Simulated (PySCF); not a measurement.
BF, charge +1, doublet, at a GFN2-xTB geometry (the spin is typed, not shown lowest). Base run: PySCF with MP2/cc-pVTZ.

Input for PySCF:
```python
from pyscf import gto, scf, mp

mol = gto.Mole()
mol.atom = '''
    B    -0.00000000   -0.00000000   -0.77004248
    F     0.00000000    0.00000000    0.42780138
'''
mol.basis = 'cc-pvtz'
mol.charge = 1
mol.spin = 1
mol.verbose = 4
mol.build()

mf = scf.UHF(mol)
mf.kernel()

pt = mp.MP2(mf)
pt.kernel()
print('E(MP2) = %.10f' % pt.e_tot)
```

Variants of this job, named by their change:

```tsv
change	ΔE vs base (mEh)	MP2 correlation (Eh)	basis functions
base	0.000	-0.31247	60
method = cisd	10.950	-	60
frozen = 2	23.188	-0.28928	60
method = ccsd	-1.565	-0.31247	60
method = ccsd(t)	?	-0.31247	60
density fitting = JK and correlation	-0.127	-0.31265	60
frozen = 1	13.419	-0.29905	60
cart = on	?	?	?
frozen = 3	104.0	-0.20849	60
```

Problem. Complete the blanks.

Solution. 
- method = ccsd(t), ΔE vs base (mEh): -11.641
- cart = on, ΔE vs base (mEh): -6.798
- cart = on, MP2 correlation (Eh): -0.31841
- cart = on, basis functions: 70

Open shells are given as the SCF converged; they aren't shown to be the lowest states, and a large step between rows can be another state.
